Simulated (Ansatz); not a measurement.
`[F][GeH]([Cl])[Br]` + H• → `[F][Ge]([Cl])[Br]`• + H₂  (hydrogen abstraction from a Ge–H bond)

Program: Ansatz. Geometries: PBE0-D4/def2-TZVP. ΔE: electronic, gas phase. CBS: MP2 limit from def2 TZ/QZ plus the TZ coupled-cluster correction, frozen cores. This one scheme is used for every species, atoms too. Functionals use def2-TZVPP. No spin–orbit coupling; open shells (•) take unrestricted orbitals. For Br, Ge outer-core shells are correlated without core-valence functions, so the limit isn't a true one: a few kJ/mol of doubt a bond, and 10 to 20 or more in all where bonds break to atoms. Scalar relativity is left out up to krypton.

| level | ΔE (kJ/mol) |
| --- | --- |
| B97M-V | -98.1 |
| PBE-QIDH | -82.9 |
| r2SCAN | -111.1 |
| BHLYP | -103.2 |
| CAM-B3LYP | -106.7 |
| HF/def2-SVP | -52.5 |
| SCS-MP2/def2-TZVPP | -83.8 |
| HF/CBS(def2) | -64.2 |

**Question.** What does CCSD(T)/CBS give? (Best estimate.)

**Answer.** The calculation gave: -90.5 kJ/mol. The listed levels differ from it by -7.6, 7.6, -20.6, -12.7, -16.2, 38.0, 6.7, 26.3 kJ/mol.

Largest T1 diagnostic among the species: 0.012.

In def2-TZVPP, CCSD(T) changes the Hartree–Fock value by −27.3 kJ/mol (the triples alone add −1.1 kJ/mol) and MP2 by −14.4 kJ/mol. At CCSD(T), def2-SVP lies +10.6 kJ/mol from the extrapolated value and def2-TZVPP +0.2 kJ/mol.
